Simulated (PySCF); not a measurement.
C₅H₈F₂SSi.
Numbering: `[F:1][C@@H:2]1[CH2:3][S:4][CH:5]=[CH:6][CH2:7][Si@H:8]1[F:9]`

Structure used (GFN2-xTB), in Å, numbered top down from 1:
```
atom  x, y, z in Å
F1    -2.4350   -1.1379   -1.1895
C2    -1.4992   -0.7976   -0.2130
C3    -1.6943    0.6770    0.1094
S4    -0.7264    1.2128    1.5629
C5     0.7755    1.7487    0.7705
C6     1.6722    0.9131    0.2689
C7     1.5693   -0.5721    0.3177
Si8    0.2456   -1.2670   -0.8592
F9     0.3455   -2.8749   -0.7687
H10   -1.7736   -1.3970    0.6649
H11   -2.7382    0.8656    0.3667
H12   -1.4172    1.3073   -0.7348
H13    0.9047    2.8191    0.7589
H14    2.5416    1.3253   -0.2262
H15    1.2969   -0.8728    1.3340
H16    2.5360   -1.0175    0.0899
H17    0.3893   -0.9199   -2.2624
```

NICS is the negative of the GIAO shielding at a point without a nucleus: at the ring centre (0) and 1 Å above and below it (1); zz is the component along the ring normal. Level: GIAO PBE0/pcSseg-1 (PySCF, non-relativistic, gas phase) on the GFN2-xTB geometry, one conformer.

Ring bond lengths (Å), with Mayer bond orders in brackets: C2–C3 1.522 (0.98), C3–S4 1.827 (0.98), S4–C5 1.781 (1.06), C5–C6 1.324 (1.85), C6–C7 1.490 (1.05), C7–Si8 1.903 (0.86), Si8–C2 1.919 (0.85).

Q: Give the NICS values of each ring in ppm.

A: 
```
                 ring                                                            type  NICS(0)  NICS(1), two faces  NICS(1)zz, two faces  rms pucker (Å)  centre to ring atoms, mean (Å)
C2–C3–S4–C5–C6–C7–Si8  7-membered ring with S and Si; formal bonds 1 double, 6 single     -2.9         -3.3 / -2.4             0.2 / 6.0            0.38                            1.81
```

Q: What do they say, and how far can they be read as aromaticity?

A: 
- C2–C3–S4–C5–C6–C7–Si8: mean NICS(1)zz 3.1 ppm, deshielded. C2, C3, C7, Si8 have four or more neighbours, and the NICS criterion for π rings isn't applied. The two faces differ by 5.8 ppm, so no symmetry operation interchanges them.

Q: How shielded are the nuclei of the rings and their hydrogens (means over atoms taken as equivalent)?

A: 
```tsv
atoms	environment	σ isotropic (ppm)
C2	sp3 C–F carbon	92.7
C3	sp3 carbon bound to sulfur	140.9
S4	sulfide sulfur	565.0
C5	alkene CH carbon	47.8
C6	alkene CH carbon	41.6
C7	sp3 carbon bound to silicon	166.0
Si8	fluorine-bound silicon	350.0
H10	methine hydrogen	26.82
H11	methylene hydrogen	28.46
H12	methylene hydrogen	29.29
H13	vinylic hydrogen	24.95
H14	vinylic hydrogen	25.14
H15	methylene hydrogen	28.80
H16	methylene hydrogen	29.73
```

The list is cut; further classes of hydrogen are left out.
